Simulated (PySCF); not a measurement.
SMILES FC([SiH2]C(F)(F)F)(F)F (C₂H₂F₆Si), CAM-B3LYP/def2-SVP optimised geometry.

```
11

Si     0.24    -0.90     0.00
C     -0.39     0.92     0.00
F      0.01     1.56     1.11
F     -1.72     0.98    -0.04
F      0.08     1.61    -1.05
C     -0.39    -1.71    -1.62
F     -1.72    -1.68    -1.70
F      0.10    -1.10    -2.71
F     -0.01    -3.00    -1.68
H     -0.34    -1.61     1.16
H      1.72    -0.90     0.00
```

Density from PySCF 2.14.0 with CAM-B3LYP/def2-TZVP at that geometry.

Minimum of the electron density along straight lines between bonded atoms, close to the bond critical point (lines longer than 1.1 times the sum of covalent radii, or with two minima, are not listed):

| bond | length / Å | ρ at the minimum / e bohr⁻³ | ∇²ρ there / e bohr⁻⁵ | position (fraction from the first atom) |
|---|---|---|---|---|
| Si1–C2 | 1.924 | 0.120 | 0.16 | 0.38 |
| C2–F3 | 1.342 | 0.282 | -0.44 | 0.34 |
| C2–F4 | 1.339 | 0.284 | -0.44 | 0.34 |
| C2–F5 | 1.339 | 0.284 | -0.44 | 0.34 |
| Si1–C6 | 1.924 | 0.120 | 0.16 | 0.38 |
| C6–F7 | 1.339 | 0.284 | -0.44 | 0.34 |
| C6–F8 | 1.339 | 0.284 | -0.44 | 0.34 |
| C6–F9 | 1.342 | 0.282 | -0.44 | 0.34 |
| Si1–H10 | 1.479 | 0.126 | 0.14 | 0.49 |
| Si1–H11 | 1.479 | 0.126 | 0.14 | 0.49 |
